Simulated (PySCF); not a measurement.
RbSr⁻: input and log

State: ¹Σ⁺ (singlet), closed shell.

An equivalent input (the run itself took its basis sets from the Basis Set Exchange, started from a PBE0 density and held the occupation σ 6α 6β, πx 2α 2β, πy 2α 2β):

```python
from pyscf import gto, dft
mol = gto.M(atom='Rb 0 0 0; Sr 0 0 4.966', basis={'Rb': 'def2-SVPD', 'Sr': 'def2-SVPD'}, ecp={'Rb': 'def2-SVPD', 'Sr': 'def2-SVPD'},
            charge=-1, spin=0, verbose=4, symmetry='C2v')
mf = dft.UKS(mol, xc='PBE')
mf.grids.atom_grid = (80, 434)
mf.grids.prune = dft.gen_grid.treutler_prune
mf.irrep_nelec = {'A1': (6, 6), 'B1': (2, 2), 'B2': (2, 2)}
mf.conv_tol = 1e-9
mf.max_cycle = 60
mf.diis_space = 10
mf.kernel()
```

The log (some set-up lines and the per-cycle HOMO/LUMO lines removed):

```
******** <class 'pyscf.dft.uks_symm.SymAdaptedUKS'> ********
method = SymAdaptedUKS
damping factor = 0
level_shift factor = 0
DIIS = <class 'pyscf.scf.diis.CDIIS'>
diis_start_cycle = 1
diis_space = 10
diis_damp = 0
SCF conv_tol = 1e-09
SCF conv_tol_grad = None
SCF max_cycles = 60
number electrons alpha = 10  beta = 10
Set gradient conv threshold to 3.16228e-05
init E= -54.7871362543394
cycle= 1 E= -54.7874307942304  delta_E= -0.000295  |g|= 0.00548  |ddm|= 0.203
cycle= 2 E= -54.7872126935537  delta_E= 0.000218  |g|= 0.0116  |ddm|= 0.0904
cycle= 3 E= -54.7874871953482  delta_E= -0.000275  |g|= 0.0026  |ddm|= 0.0629
cycle= 4 E= -54.7875005078552  delta_E= -1.33e-05  |g|= 0.00117  |ddm|= 0.0208
cycle= 5 E= -54.7875057094627  delta_E= -5.2e-06  |g|= 2.59e-05  |ddm|= 0.00838
cycle= 6 E= -54.7875057139425  delta_E= -4.48e-09  |g|= 1.61e-05  |ddm|= 0.000702
cycle= 7 E= -54.7875057146497  delta_E= -7.07e-10  |g|= 3.05e-06  |ddm|= 0.000167
Extra cycle  E= -54.7875057143912  delta_E= 2.59e-10  |g|= 9.06e-06  |ddm|= 7.87e-05
converged SCF energy = -54.7875057143912  <S^2> = -7.1054274e-15  2S+1 = 1
```

Repeating this along the bond gives Re = 4.912 Å and ωe = 37.6 cm⁻¹.

A point of this curve took 0.55 CPU seconds beside 0.099 for the integrals, on Arm Neoverse V2 (shared host).

Closed-shell solutions of metal pairs were not tested for spin polarisation, which can lower them a little. The highest Kohn–Sham level is positive in this anion. Much of that is self-interaction error, but it also means that the finite basis helps to hold the extra electron.
